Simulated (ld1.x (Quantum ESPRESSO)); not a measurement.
## silver (Ag): one change to a TM potential, before and after

ld1.x (Quantum ESPRESSO) 7.5 input, shortened:

```
&input
   title='Ag', zed=47., rel=2, dft='PZ', iswitch=3,
   config='[Kr] 4d10 5s0.5 5p0.5', rel_dist='average'
 /
 &inputp
   pseudotype=2, tm=.true., lloc=-1, rcloc=2.20,
   nlcc=.false.
 /
3
5S  1  0   0.50   0.00  1.90  1.90  0.0
5P  2  1   0.50   0.00  3.95  3.95  0.0
4D  3  2  10.00   0.00  1.40  1.40  0.0
 &test
   configts(1)='4d10 5s0.5 5p0.5'
 /
```

Open shells are filled in proportion to 2j + 1 (rel_dist='average').

All-electron outer shells of the reference configuration (LDA (PZ), scalar-relativistic, ld1.x):

| shell | level (eV) | outermost node (bohr) | outermost maximum (bohr) |
| --- | --- | --- | --- |
| 4s | -96.13 | 0.44 | 0.82 |
| 4p | -59.72 | 0.44 | 0.87 |
| 4d | -8.69 | 0.43 | 1.04 |
| 5s | -5.45 | 1.11 | 2.46 |
| 5p | -1.43 | 1.25 | 3.58 |

Change: all radii scaled by about 1.30 (s 2.48, p 5.16, d 1.82 bohr); local potential all-electron potential smoothed inside 2.88 bohr (lloc = -1).

Cutoffs: the cutoffs (Ry, on a coarse ladder) from which the occupation-weighted sum of valence levels, in a spherical-Bessel basis at the reference potential, stays within 10 and 1 mRy of its value at 400 Ry; they do not see the model core or the augmentation charge, which bear on the density cutoff. Errors are all-electron minus pseudo energies relative to the spin-unpolarised reference configuration.

**Question.** How do hardness, ghosts and transferability respond?

**Answer.** The potential gets softer (80 Ry and 120 Ry → 60 Ry and 90 Ry); of the 7 tests that both files solve, the error grows in 7 and shrinks in 0 by more than 15 % and 0.3 meV (median size 9.1 → 85.9 meV); neither file shows a bound ghost at the reference potential, the only one tested. A larger radius leaves more room for a smooth pseudo-wave, so fewer plane waves are needed. More of the atom is replaced by a form fitted at one configuration, so other configurations suffer.

| quantity | base | changed |
| --- | --- | --- |
| cutoff, loose | 80 Ry | 60 Ry |
| cutoff, tight | 120 Ry | 90 Ry |
| loose cutoff by channel (10 mRy a level) | s 8 Ry, p 6 Ry, d 60 Ry | s 6 Ry, p 6 Ry, d 50 Ry |
| bound ghosts | none | none |
| error for 4d10 5s1 5p0, meV [ΔE -1.96 eV] | +1.0 | +1.8 |
| error for 4d10 5s0 5p0, meV [ΔE 6.14 eV] | -3.2 | -6.5 |
| error for 4d9 5s0 5p0, meV [ΔE 28.52 eV] | -30 | -86 |
| error for 4d9 5s1 5p0, meV [ΔE 11.42 eV] | -9.1 | -92 |
| error for 4d9 5s2 5p0, meV [ΔE 2.00 eV] | -44 | -110 |
| error for 4d10 5s0.5 5p0, meV [ΔE 1.22 eV] | -0.6 | -1.3 |
| error for 4d7 5s0 5p0, meV [ΔE 116.88 eV] | -715 | -1118 |

Base: These tests converged, but a pseudo level misses the all-electron one widely, so the file describes the atom poorly there or has found another state: 4d7 5s0 5p0: empty 5s by 6.7 eV (a node warning on the way).
